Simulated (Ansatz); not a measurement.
`C[N](C)[Hf]([F])([Cl])[SeH]`, relaxed with RKS PBE0-D4/def2-TZVP in the Gaussian-basis code of Ansatz from a GFN2-xTB geometry. The force threshold is 0.005 eV/Å; the program also tests the step.

Total charge 0; spin multiplicity 1. Hf takes the def2 core potential.

Start:

```xyz
14

C     0.518   -1.402   -0.795
N     0.145   -0.731    0.447
C     1.195    0.198    0.857
Hf   -1.547    0.271    0.260
F    -1.652    1.377    1.769
Cl   -3.239   -1.220    0.150
Se   -1.029    1.925   -1.533
H    -0.302   -2.056   -1.120
H     1.404   -2.029   -0.637
H     0.764   -0.681   -1.601
H     2.107   -0.348    1.126
H     1.459    0.904    0.044
H     0.859    0.758    1.738
H    -0.681    3.033   -0.706
```

```json
{"step": "1", "energy (eV)": "-85564.4573", "largest force (eV/Å)": "1.793", "largest move (Å)": "0.000"}
{"step": "2", "energy (eV)": "-85564.8350", "largest force (eV/Å)": "0.832", "largest move (Å)": "0.195"}
{"step": "3", "energy (eV)": "-85564.9998", "largest force (eV/Å)": "0.611", "largest move (Å)": "0.193"}
{"step": "4", "energy (eV)": "-85565.0709", "largest force (eV/Å)": "0.440", "largest move (Å)": "0.194"}
{"step": "5", "energy (eV)": "-85565.1172", "largest force (eV/Å)": "0.304", "largest move (Å)": "0.194"}
{"step": "6", "energy (eV)": "-85565.1367", "largest force (eV/Å)": "0.323", "largest move (Å)": "0.200"}
{"step": "7", "energy (eV)": "-85565.1527", "largest force (eV/Å)": "0.109", "largest move (Å)": "0.200"}
{"step": "8", "energy (eV)": "-85565.1626", "largest force (eV/Å)": "0.089", "largest move (Å)": "0.119"}
{"step": "9", "energy (eV)": "-85565.1674", "largest force (eV/Å)": "0.174", "largest move (Å)": "0.151"}
{"step": "10", "energy (eV)": "-85565.1705", "largest force (eV/Å)": "0.337", "largest move (Å)": "0.110"}
{"step": "11", "energy (eV)": "-85565.1753", "largest force (eV/Å)": "0.337", "largest move (Å)": "0.107"}
{"step": "12", "energy (eV)": "-85565.1820", "largest force (eV/Å)": "0.327", "largest move (Å)": "0.138"}
{"step": "13", "energy (eV)": "-85565.1876", "largest force (eV/Å)": "0.520", "largest move (Å)": "0.179"}
{"step": "14", "energy (eV)": "-85565.2090", "largest force (eV/Å)": "0.110", "largest move (Å)": "0.200"}
{"step": "15", "energy (eV)": "-85565.2135", "largest force (eV/Å)": "0.655", "largest move (Å)": "0.197"}
{"step": "16", "energy (eV)": "-85565.2393", "largest force (eV/Å)": "0.138", "largest move (Å)": "0.200"}
{"step": "17", "energy (eV)": "-85565.2533", "largest force (eV/Å)": "0.115", "largest move (Å)": "0.200"}
{"step": "18", "energy (eV)": "-85565.2544", "largest force (eV/Å)": "0.126", "largest move (Å)": "0.055"}
{"step": "19", "energy (eV)": "-85565.2556", "largest force (eV/Å)": "0.105", "largest move (Å)": "0.019"}
{"step": "20", "energy (eV)": "-85565.2563", "largest force (eV/Å)": "0.176", "largest move (Å)": "0.088"}
{"step": "21", "energy (eV)": "-85565.2586", "largest force (eV/Å)": "0.015", "largest move (Å)": "0.034"}
{"step": "22", "energy (eV)": "-85565.2587", "largest force (eV/Å)": "0.013", "largest move (Å)": "0.013"}
{"step": "23", "energy (eV)": "-85565.2588", "largest force (eV/Å)": "0.007", "largest move (Å)": "0.008"}
{"step": "24", "energy (eV)": "-85565.2588", "largest force (eV/Å)": "0.007", "largest move (Å)": "0.008"}
{"step": "25", "energy (eV)": "-85565.2588", "largest force (eV/Å)": "0.011", "largest move (Å)": "0.014"}
{"step": "26", "energy (eV)": "-85565.2588", "largest force (eV/Å)": "0.010", "largest move (Å)": "0.004"}
{"step": "27", "energy (eV)": "-85565.2589", "largest force (eV/Å)": "0.006", "largest move (Å)": "0.004"}
{"step": "28", "energy (eV)": "-85565.2589", "largest force (eV/Å)": "0.004", "largest move (Å)": "0.005"}
{"step": "29", "energy (eV)": "-85565.2589", "largest force (eV/Å)": "0.002", "largest move (Å)": "0.006"}
```

End:

```xyz
14

C     0.566   -1.254   -0.861
N     0.382   -0.264    0.181
C     1.559   -0.059    0.994
Hf   -1.391    0.617    0.354
F    -1.431    1.550    2.009
Cl   -3.130   -0.966    0.139
Se   -1.331    2.248   -1.648
H    -0.345   -1.373   -1.457
H     0.815   -2.235   -0.439
H     1.370   -0.958   -1.546
H     1.865   -0.990    1.489
H     2.402    0.290    0.384
H     1.371    0.688    1.768
H    -2.702    2.706   -1.366
```

It took 100 s on 2 threads of an AMD EPYC 7R13 on a shared host and a share of an NVIDIA H100 80 GB, with 1 GiB of host memory at the peak.
